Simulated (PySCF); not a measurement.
# Magnesium: highly charged ions in a basis for the neutral atom

Mg⁸⁺ [He] 2s2, Mg⁹⁺ [He] 2s1. Calculation: PySCF 2.14, in pcseg-2 (5s3p1d, 19 functions); the non-relativistic Hamiltonian (point nucleus). No spin-orbit coupling, so a gap to NIST mixes the basis error with missing relativistic terms.

Changed run: basis of the neutral atom used for a highly charged ion. This setting is unsound on purpose.

```tsv
species	method	sound run (hartree)	changed run (hartree)	converged
Mg⁸⁺	UHF	not run	-161.84674	yes
Mg⁸⁺	TPSS	not run	-161.99701	yes
Mg⁸⁺	PBE	not run	-161.85820	yes
Mg⁹⁺	UHF	not run	-150.00141	yes
Mg⁹⁺	TPSS	not run	-150.08187	yes
Mg⁹⁺	PBE	not run	-149.94195	yes
```

Ionisation energy of Mg⁸⁺:

```tsv
method	changed run (eV)	NIST (eV)
UHF	322.33	327.99
TPSS	324.23	327.99
PBE	324.26	327.99
```

The contracted functions were made for the neutral atom and can be too rigid for a highly charged ion.
